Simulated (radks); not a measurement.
Valence configurations of Er+ (all share [Xe]). Calculated with a radial shooting solver on a logarithmic mesh with Libxc functionals: scalar-relativistic Kohn-Sham, PBE, spin-polarised, spherical densities, point nucleus; open shells are filled with parallel spins first (spin-orbit coupling, left out, can overturn this in heavy ions). Order these by energy: 4f12 6s1; 4f10.5 5d0.5 6s2; 4f11 6s2; 4f11.5 5d0.5 6p1; 4f11 5d1 6s1; 4f10.5 5d1.5 6p1; 4f11 6s1 6p1; 4f13; 4f12.5 6s0.5; 4f12 6p1.

Answer. From the lowest, in eV above it: 4f12 6s1 0.000; 4f12.5 6s0.5 0.857; 4f13 2.671; 4f11 6s2 3.195; 4f12 6p1 3.651; 4f11 5d1 6s1 3.841; 4f11.5 5d0.5 6p1 5.296; 4f11 6s1 6p1 6.705; 4f10.5 5d0.5 6s2 7.435; 4f10.5 5d1.5 6p1 11.629. NIST lists [Xe] 4f12 6s1 as the ground configuration; this level of theory agrees among the configurations tried. The energies are those of spherical high-spin densities, not of single terms.
